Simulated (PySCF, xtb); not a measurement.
TiI3, SMILES [I][Ti]([I])[I] (connectivity only; charge and spin as stated), neutral, multiplicity 2.

Harmonic wavenumbers (cm⁻¹) from GFN2-xTB run with xtb at its own minimum, in rising order: 48, 48, 56, 196, 340, 340.

Task: What does PBE0-D3(BJ)/def2-SVP (PySCF 2.14.0) give at its own minimum? (Estimate from the structure and the level; the computed values follow.)

Result: 43, 43, 57, 158, 344, 344. Paired by order, the mean absolute difference is 10 cm⁻¹ and the zero-point energies are 1.5 and 1.4 kcal/mol.
